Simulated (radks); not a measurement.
All-electron atom: Ho+ in [Xe] 4f11 6s1 (the NIST ground configuration). Calculated with a radial shooting solver on a logarithmic mesh with Libxc functionals: scalar-relativistic Kohn-Sham, PBE, spin-unpolarised, spherical densities, point nucleus. Some entries of the table are withheld. Estimate them.

| orbital | occ. | eigenvalue (Ry) | <1/r> (bohr^-1) |
|---|---|---|---|
| 1s | 2 | -4079.726 | 76.07 |
| 2s | 2 | -682.7895 | 17.69 |
| 2p | 6 | -604.8912 | 16.38 |
| 3s | 2 | -152.8656 | 6.517 |
| 3p | 6 | -129.0655 | 6.098 |
| 3d | 10 | -98.89048 | (1) |
| 4s | 2 | -30.57628 | 2.749 |
| 4p | 6 | -22.74631 | (2) |
| 4d | 10 | (3) | 2.221 |
| 5s | 2 | -4.18601 | 1.037 |
| 5p | 6 | -2.38344 | 0.8592 |
| 4f | 11 | -0.70933 | (4) |
| 6s | 1 | (5) | 0.3415 |
| 5d | 0 | -0.49736 | 0.4698 |
| 6p | 0 | -0.40080 | 0.2592 |

Answer. 
(1) 3d <1/r> (bohr^-1): 5.782
(2) 4p <1/r> (bohr^-1): 2.518
(3) 4d eigenvalue (Ry): -12.17497
(4) 4f <1/r> (bohr^-1): 1.600
(5) 6s eigenvalue (Ry): -0.65792
